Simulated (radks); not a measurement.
Coherent X-ray form factor from a spherical all-electron density. Method: Dirac Kohn-Sham, PBE, spin-unpolarised, spherical densities, finite nucleus; Fermi nuclear charge, rms radius of each element as measured or else 0.836 A^(1/3) + 0.57 fm; computed with a radial shooting solver on a logarithmic mesh with Libxc functionals.

| sin(theta)/lambda (1/angstrom) | f0 (electrons) |
|---|---|
| 0.05 | 20.489 |
| 0.1 | 19.218 |
| 0.15 | 17.656 |
| 0.2 | 16.085 |
| 0.25 | 14.593 |
| 0.3 | 13.209 |
| 0.4 | 10.865 |
| 0.5 | 9.162 |
| 0.6 | 8.015 |
| 0.8 | 6.672 |
| 1 | 5.743 |
| 1.25 | 4.649 |
| 1.5 | 3.657 |
| 2 | 2.294 |

The species is in the configuration that NIST lists as its ground one. Which atom or ion scatters so?

Answer. The titanium ion Ti+, [Ar] 3d2 4s1. Extrapolating in s^2 from the first two rows gives f0(0) = 20.9, near the electron count 21; among species with that count, the fall with angle is slower the higher Z, and the table is that of Z = 22; from so few rows the species is fixed only to a neighbour or two.
